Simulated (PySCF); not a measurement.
Sound and unsound settings

Molecule: `[SiH2](C)P([SiH3])[SiH3]`, CH11PSi3; geometry GFN2-xTB.

Geometry:
| atom | x (Å) | y (Å) | z (Å) |
| --- | --- | --- | --- |
| C1 | -2.540 | -0.746 | 0.398 |
| Si2 | -1.289 | 0.605 | -0.058 |
| P3 | 0.554 | 0.296 | 1.163 |
| Si4 | 1.338 | -1.618 | 0.349 |
| Si5 | 1.928 | 1.793 | 0.266 |
| H6 | -3.491 | -0.578 | -0.099 |
| H7 | -2.180 | -1.730 | 0.111 |
| H8 | -2.720 | -0.760 | 1.469 |
| H9 | -1.788 | 1.941 | 0.282 |
| H10 | -1.010 | 0.564 | -1.502 |
| H11 | 1.308 | -1.674 | -1.117 |
| H12 | 0.494 | -2.685 | 0.886 |
| H13 | 2.716 | -1.760 | 0.812 |
| H14 | 3.251 | 1.548 | 0.835 |
| H15 | 2.000 | 1.707 | -1.195 |
| H16 | 1.423 | 3.107 | 0.654 |

All runs: PySCF 2.14.0 with density-fitted response routines, non-relativistic, gas phase unless a solvent (IEF-PCM) is named; grid level 2, GIAOs and SCF threshold 1e-9 unless changed. The yardstick, PBE0/pcSseg-1, gives these isotropic shieldings σ (ppm, equivalent atoms averaged): C1 192.5, Si2 391.6, Si4/Si5 429.0, P3 683.3, H9/H10 27.29, H11/H12/H13/H14/H15/H16 27.64, H6/H7/H8 31.35.

Task: What do these inputs give? (1) KT2/6-311+G(2d,p); (2) solvent chloroform; wB97X-D/pcSseg-1; (3) LC-wPBE/def2-SVP; aux def2-qzvpp-jkfit; damp 0.1; (4) PBE0/cc-pVDZ; guess vsap

Result: 
| run | outcome | functions | wall time | C1 | Si2 | Si4/Si5 | P3 | H9/H10 | H11/H12/H13/H14/H15/H16 | H6/H7/H8 |
| --- | --- | --- | --- | --- | --- | --- | --- | --- | --- | --- |
| 1 | converged | 233 | 84 s | 195.4 | 395.3 | 434.6 | 660.6 | 27.01 | 27.45 | 31.60 |
| 2 | converged | 168 | 53 s | 193.0 | 391.7 | 428.2 | 686.4 | 27.48 | 27.80 | 31.41 |
| 3 | converged | 141 | 46 s | 205.5 | 455.2 | 488.2 | 753.1 | 27.53 | 27.88 | 31.64 |
| 4 | converged | 141 | 35 s | 203.2 | 454.5 | 487.6 | 717.5 | 27.26 | 27.63 | 31.40 |

Times are on 1 thread of an Arm Neoverse N1, shared host.

Task: Comment on the technical settings.

Result: 
- Run 3: The functional and orbital basis differ from the yardstick's, which in itself moves the values. The damping changes the path of the SCF (11 cycles), not the solution, provided the same state is reached. The other auxiliary basis adds little: it changes only the density-fitting error.
- Run 4: The orbital basis differs from the yardstick's, which in itself moves the values. The starting guess changes the path of the SCF (10 cycles), not the solution, provided the same state is reached.
